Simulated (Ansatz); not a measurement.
```json
{"atom": "N", "x (Å)": "0.0000", "y (Å)": "0.0000", "z (Å)": "-0.1413"}
{"atom": "H", "x (Å)": "0.0000", "y (Å)": "0.0000", "z (Å)": "0.9892"}
```

Basis set: def2-TZVP (spherical functions). Correlated methods keep 1 orbital frozen. Charge 0, multiplicity 3.

Computed with Ansatz (development build ahead of 0.2.0); each method stands on the lowest determinant of its kind that the runs found.

(1) Give the atomization energy at this shape (free ground-state atoms in the same class of orbitals less the molecule, no zero-point energy) of triplet NH by UHF-MP2, UHF.

## Answers

(1)

```tsv
method	atomization energy
UHF-MP2	3.07 eV
UHF	1.99 eV
```
